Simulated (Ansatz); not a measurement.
Ansatz (a quantum-chemistry and plane-wave program) input:

Ansatz 0.2 input:
```yaml
crystal:
  periodic: [false, false, false]
  atoms:
    - {symbol: B, position_ang: [1.18024565, -0.06465748, -0.10328862]}
    - {symbol: O, position_ang: [0.01423220, -0.40978744, 0.47533444]}
    - {symbol: C, position_ang: [-1.19142770, 0.01147043, 0.15700301]}
    - {symbol: H, position_ang: [2.13322299, -0.56633727, 0.35425518]}
    - {symbol: H, position_ang: [1.22064078, 0.69949461, -1.00061026]}
    - {symbol: H, position_ang: [-2.01261142, -0.37441847, 0.73279953]}
    - {symbol: H, position_ang: [-1.34286278, 0.71218209, -0.64870522]}
basis:
  gaussian:
    orbitals: def2-TZVP
hamiltonian:
  xc: b3lyp
  dispersion: d3bj
magnetization: {spin_polarized: true, initial_magnetization: 1}
relax: {f_tol: 0.002, max_steps: 150}
```

Which total energy does the run end on?

-140.61280 Eh (B3LYP-D3(BJ)/def2-TZVP). The basis has 117 functions.

It need not be the lowest isomer of its formula.
